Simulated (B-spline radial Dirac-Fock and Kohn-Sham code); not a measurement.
# Run log: Ca

ΔSCF core binding energies without Breit or QED terms, calculated with a B-spline atomic structure program. Keys: rel is the Hamiltonian (dirac, or spin-free x2c and nr, where L3 and M5 stand for the whole 2p and 3d shells), method is hf or an exchange,correlation pair (spin-unpolarised, also for the hole states), nuc the nuclear model, radius_factor scales its radius, rmax is the box in bohr, h the logarithmic mesh step, order the B-spline order, points the quadrature points per cell, c_factor scales the speed of light, and damp, ndamp, maxit and tol steer the iteration. The run stops when the commutator error falls below 10·tol·max(1, Z/10), or the numerical noise floor, and the energy has settled to about 1e-8 Ha; the virial ratio is −V/T.

Input (task.json):

```json
{"items": [{"Z": 20, "q": 0, "cfg": [[1, 0, 2], [2, 0, 2], [2, 1, 6], [3, 0, 2], [3, 1, 6], [4, 0, 2]], "A": 40, "rrms": 3.4776, "do": "settings", "holes": ["K", "L3", "M5"],
  "settings": [{"rel": "dirac", "method": "hf", "nuc": "fermi", "radius_factor": 1.0, "rmax": 45.0, "h": 0.22, "order": 8, "points": 10, "c_factor": 1.0, "maxit": 60, "damp": 0.5, "ndamp": 3, "tol": 1e-08}]}]}
```

Command: `python xray2_run.py task.json out`

Ground-state iterations:

```
iter   energy (Ha)        error
   1     -677.64097253  5.49e-01
   2     -679.51779662  7.97e-02
   3     -679.68253945  2.76e-02
   4     -679.70526292  1.13e-02
   5     -679.70982984  2.90e-03
   6     -679.71010657  6.06e-04
   7     -679.71012918  1.04e-04
   8     -679.71012992  1.41e-05
   9     -679.71012993  2.46e-06
  10     -679.71012993  2.83e-07
  11     -679.71012993  4.59e-08
```

The ground state converged in 11 iterations, with total energy -679.71013 Ha, virial ratio 1.99130 and highest orbital energy -5.34 eV. ΔSCF binding energies: K (1s) 4052.4 eV, L3 (2p3/2) 357.2 eV. Holes are computed only in closed shells, and unreliable hole states are left out.
